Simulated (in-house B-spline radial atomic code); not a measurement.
La is squeezed into an impenetrable sphere of radius R (the orbitals vanish at R). Level of theory: scalar-relativistic (X2C) Hartree-Fock, spin-polarised, averaged over the determinants with the given up and down occupations, Fermi nucleus of rms radius 4.855 fm; calculated with an all-electron radial atomic-structure program (B-spline basis).

Energies in eV above the free atom in [Xe] 5d1 6s2:

```tsv
R (bohr)	highest level (eV)	[Xe] 5d1 6s2	[Xe] 4f1 5d1 6s1	[Xe] 5d1 6s1 6p1
7.82	-3.74	1.142	4.546	2.41
6.57	-2.4	3.292	6.148	5.173
4.78	4.71	17.11	15.75	21.75
4.49	7.53	23.14	19.97	28.68
3.46	30.5	79.19	60.72	89.8
2.83	70.6	198.2	151.6	214.1
2.66	89.5	260.8	200.5	278.6
2.19	179	598.7	471.5	623.4
1.76	367	1457	1185	1490
1.35	830	4082	3447	4124
```

(1) Does [Xe] 4f1 5d1 6s1 fall below [Xe] 5d1 6s2 under compression?

(2) Does [Xe] 5d1 6s1 6p1 fall below [Xe] 5d1 6s2 under compression?

The highest level is first positive in the row R = 4.78 bohr, pushed up by confinement above the zero of the free ion's potential. Each configuration is held fixed and needn't be the lowest in the sphere.

## Answers

(1) Yes, between R = 6.57 and 4.78 bohr the order changes (near 5.36 bohr by linear interpolation).

(2) No, it stays above over the whole range.
